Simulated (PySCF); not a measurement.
A calculated (UHF, PySCF 2.14, x2c-SVPall, scalar relativity by spin-free X2C-1e) atom or ion has these occupied shells.

```tsv
shell	electrons	orbital energy (eV)	rms radius, mean of both spins (bohr)
1s α	1	-29351.2	0.0333
1s β	1	-29351.2	0.0333
2s α	1	-4529.9	0.136
2s β	1	-4529.9	0.136
2p α	3	-4064.0	0.121
2p β	3	-4063.9	0.121
3s α	1	-920.62	0.361
3s β	1	-920.58	0.361
3p α	3	-763.98	0.362
3p β	3	-763.92	0.362
3d α	5	-522.05	0.341
3d β	5	-522.03	0.341
4s α	1	-168.38	0.872
4s β	1	-168.26	0.872
4p α	3	-118.50	0.948
4p β	3	-118.36	0.948
4d α	5	-43.761	1.19
4d β	5	-43.632	1.19
5s α	1	-21.968	2.53
5s β	1	-19.978	2.53
5p α	1	-14.006	3.19
```

**Question.** Name the element and its charge.

**Answer.** Sn⁺ (tin, charge +1), in [Kr] 4d10 5s2 5p1, 2P determinant.
